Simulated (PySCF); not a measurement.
SMILES CC(C)OC(=O)C(C)C (GFN2-xTB optimised geometry):

```
23

C     -2.668     0.075    -3.304
C     -2.324    -0.488    -1.929
C     -2.769    -1.934    -1.769
O     -0.898    -0.459    -1.741
C     -0.354     0.676    -1.301
O     -0.979     1.666    -1.024
C      1.159     0.555    -1.233
C      1.689     1.281     0.000
C      1.723     1.167    -2.519
H     -3.743     0.046    -3.457
H     -2.331     1.106    -3.378
H     -2.181    -0.513    -4.079
H     -2.776     0.145    -1.153
H     -3.847    -2.002    -1.880
H     -2.293    -2.552    -2.526
H     -2.489    -2.308    -0.788
H      1.414    -0.507    -1.196
H      1.339     0.797     0.910
H      1.334     2.308     0.000
H      2.776     1.281     0.000
H      1.346     0.639    -3.392
H      2.809     1.105    -2.517
H      1.433     2.213    -2.590
```

Calculation: PBE0/def2-SVP run with PySCF 2.14.0.

Question: What are the frontier orbital energies and the dipole moment?

Answer: HOMO-2 -9.31 eV, HOMO-1 -8.46 eV, HOMO -7.65 eV, LUMO 0.66 eV, LUMO+1 1.73 eV; dipole moment 1.78 D.

Meta-Löwdin charges at PBE0/def2-SVP: C1 -0.31, C2 0.15, C3 -0.30, O4 -0.35, C5 0.50, O6 -0.46, C7 -0.08, C8 -0.30, C9 -0.29, H10 0.11, H11 0.11, H12 0.10, H13 0.10, H14 0.11, H15 0.10, H16 0.11, H17 0.10, H18 0.10, H19 0.11, H20 0.10, H21 0.10, H22 0.10, H23 0.10.
